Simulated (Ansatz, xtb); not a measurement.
**Two isomers of C6H7NO**

We compare I, `C/C=N/c1ccco1`, a singlet, with II, `C=C/N=C1\CC=CO1`, a singlet. Both are isolated molecules in the gas phase, relaxed with B3LYP/def2-SVP; the shapes shown needn't be the lowest conformers.

I (Å):

```xyz
15

C    -1.3151    2.1382    0.8599
C    -0.5264    1.3028   -0.0964
C     0.5480   -0.6674   -0.6787
C     1.0030   -1.9572   -0.5311
C     1.7016   -2.2856   -1.7345
C     1.6243   -1.1762   -2.5302
N    -0.1733    0.1056    0.1879
O     0.9319   -0.1905   -1.9091
H    -0.7685    3.0649    1.1107
H    -2.2704    2.4551    0.4048
H    -1.5206    1.5771    1.7820
H    -0.2602    1.7668   -1.0646
H     0.8428   -2.5775    0.3470
H     2.1976   -3.2225   -1.9796
H     1.9986   -0.9475   -3.5251
```

II (Å):

```xyz
15

C    -2.0932    1.7271   -2.1463
C    -1.2422    1.1248   -1.3003
C    -0.5990   -0.7349   -0.0938
C     0.6627   -0.2323    0.6064
C     1.0819   -1.4457    1.3926
C     0.1935   -2.4132    1.1457
N    -1.4159   -0.1927   -0.8955
O    -0.8091   -2.0436    0.2813
H    -2.9556    1.1846   -2.5417
H    -1.9394    2.7637   -2.4528
H    -0.3796    1.6934   -0.9153
H     0.4404    0.6462    1.2392
H     1.4184    0.0974   -0.1296
H     1.9511   -1.5188    2.0432
H     0.1262   -3.4376    1.5084
```

Quicker runs give these differences E(II) − E(I): GFN2-xTB +17.2 kcal/mol; HF/STO-3G +19.4 kcal/mol (at GFN2-xTB geometries); r2SCAN-D4/def2-SVP +16.7 kcal/mol (at GFN2-xTB geometries).

Task: Estimate E(II) − E(I) at the level CCSD(T)/def2-SVP + ΔMP2/def2-TZVPP.

Result: Calculated at CCSD(T)/def2-SVP + ΔMP2/def2-TZVPP: E(II) − E(I) = +12.8 kcal/mol, so structure I lies lower.

The same difference at several levels:

```json
{"level": "GFN2-xTB", "geometry": "GFN2-xTB", "E(II) − E(I) (kcal/mol)": "+17.2", "departure from the last row (kcal/mol)": "+4.5", "job, with rough time for the two": "optimisation, 0.13 s"}
{"level": "HF/STO-3G", "geometry": "GFN2-xTB", "E(II) − E(I) (kcal/mol)": "+19.4", "departure from the last row (kcal/mol)": "+6.6", "job, with rough time for the two": "single point, 1.1 s"}
{"level": "r2SCAN-D4/def2-SVP", "geometry": "GFN2-xTB", "E(II) − E(I) (kcal/mol)": "+16.7", "departure from the last row (kcal/mol)": "+3.9", "job, with rough time for the two": "single point, 8.1 s"}
{"level": "B3LYP/def2-SVP", "geometry": "B3LYP/def2-SVP", "E(II) − E(I) (kcal/mol)": "+15.8", "departure from the last row (kcal/mol)": "+3.0", "job, with rough time for the two": "optimisation, 95 s"}
{"level": "HF/def2-SVP", "geometry": "B3LYP/def2-SVP", "E(II) − E(I) (kcal/mol)": "+12.7", "departure from the last row (kcal/mol)": "−0.1", "job, with rough time for the two": "part of the CCSD(T) run"}
{"level": "MP2/def2-SVP", "geometry": "B3LYP/def2-SVP", "E(II) − E(I) (kcal/mol)": "+18.6", "departure from the last row (kcal/mol)": "+5.9", "job, with rough time for the two": "part of the CCSD(T) run"}
{"level": "CCSD(T)/def2-SVP", "geometry": "B3LYP/def2-SVP", "E(II) − E(I) (kcal/mol)": "+14.8", "departure from the last row (kcal/mol)": "+2.0", "job, with rough time for the two": "single point"}
{"level": "CCSD(T)/def2-SVP + ΔMP2/def2-TZVPP", "geometry": "B3LYP/def2-SVP", "E(II) − E(I) (kcal/mol)": "+12.8", "departure from the last row (kcal/mol)": "", "job, with rough time for the two": "single point, 3.5 min"}
```

As drawn, II has 2 C=C, 1 C–C, 2 C–O in place of 3 C∷C, 2 C∷O (∷ is an aromatic bond). Structure I has a 5-membered ring (with an aromatic ring), II a 5-membered ring.

The levels shown agree on the order. The largest departure from CCSD(T)/def2-SVP + ΔMP2/def2-TZVPP is that of HF/STO-3G, 6.6 kcal/mol. The last row adds to CCSD(T) the change of the MP2 difference between the two basis sets, here −2.0 kcal/mol.

With thermal terms from frequencies at re-optimised GFN2-xTB minima (ideal gas, soft modes damped towards free rotors, one conformer each, 298.15 K, 1 atm): on the last row, ΔE + ΔZPE = +12.3, ΔH = +12.2, ΔG = +12.3 kcal/mol.

The correlated steps freeze 8 core orbitals. Run with Ansatz 0.2.0, xtb 6.7.1; the last row on 2 threads of Arm Neoverse V2 on a shared host.
